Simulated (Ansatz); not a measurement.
Ansatz (a program for electronic structure) input file for Ge(F)2(Cl)(NH2) (ClF2GeH2N), SMILES [Cl][Ge]([F])([F])[NH2], PBE/def2-SVPD. Coordinates come from a PBE-D3(BJ)/def2-SVP optimisation. The structure was generated by enumeration, and PubChem lists no compound with its InChIKey, so it may never have been made. The values are those of a single conformer.

Ansatz 0.2 input:
```yaml
crystal:
  periodic: [false, false, false]
  atoms:
    - {symbol: N, position_ang: [1.85063891, -0.38287096, 0.36010959]}
    - {symbol: Ge, position_ang: [0.13873210, 0.16859745, 0.14515783]}
    - {symbol: F, position_ang: [-0.61612352, 0.35776432, 1.69733261]}
    - {symbol: F, position_ang: [-0.03501328, 1.75120798, -0.57123896]}
    - {symbol: Cl, position_ang: [-0.95552459, -1.24753502, -1.02764890]}
    - {symbol: H, position_ang: [2.21745315, -0.85392133, -0.47448394]}
    - {symbol: H, position_ang: [2.49279656, 0.36624400, 0.64385492]}
basis:
  gaussian:
    orbitals: def2-SVPD
hamiltonian:
  xc: {name: PBE}
```

Program output:

```
WARN ansatz: RAYON_NUM_THREADS=1 ignored (pool sized by the plan → 1); use --threads N
Functional definition: PBE
integrals: 0.10 GiB planned
1358 factors; their error is unknown
mean field: 0.55 GiB planned
mean field evaluation 1: about -75954.0829 eV, gradient 7.9e1 eV
mean field evaluation 2: about -75911.3103 eV, gradient 1.6e2 eV
mean field evaluation 4: about -75964.5893 eV, gradient 1.3e1 eV
mean field evaluation 8: about -75964.8982 eV, gradient 6.6e-2 eV
mean field evaluation 16: about -75964.8482 eV, gradient 5.6e-5 eV
mean field -75964.84824271 eV, -2791.6566820961 hartree, gradient 5.6e-5 eV, S^2 0.000000; 0 other end points of the search recorded, 0 dependent functions left out
reference -75964.84829081 eV, -2791.6566838638 hartree; 38, 38 occupied and 109, 109 virtual orbitals, 1358 factors
Total energy: -75964.84829081 eV, -2791.6566838638 hartree
```

The calculation finished and met its thresholds.

Cost: about 2.0 core-seconds (a rough figure).
